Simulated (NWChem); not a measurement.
System: BeHOF; SMILES [F][Be][OH]

NWChem input:

```
start job
memory heap 200 mb stack 900 mb global 1100 mb
geometry units angstroms noautoz
  Be    -0.000405     0.000392     0.010705
  F      0.015632    -0.015260     1.409131
  O     -0.065728     0.064182    -1.396373
  H      0.311163    -0.303842    -2.200719
end
basis spherical
  * library def2-svpd
end
dft
  xc xpbe96 cpbe96
  iterations 150
end
tddft
  cis
  nroots 6
  notriplet
end
task tddft energy
```

Coordinates come from a PBE-D3(BJ)/def2-SVP optimisation.

Vertical excitations in the gas phase.

**Question.** Give the results of this calculation. (PBE/def2-SVPD, TDA.) Quantities: lowest excitation, singlet (eV); oscillator strength of that lowest state; lowest state with f > 0.02, singlet (eV); oscillator strength of that bright state; orbital gap (eV).

**Answer.** The lowest excitation, singlet (eV) is 6.89. The oscillator strength of that lowest state comes out as 0.049, the lowest state with f > 0.02, singlet (eV) is 6.89 and the oscillator strength of that bright state is 0.049. The orbital gap (eV) is 6.76.
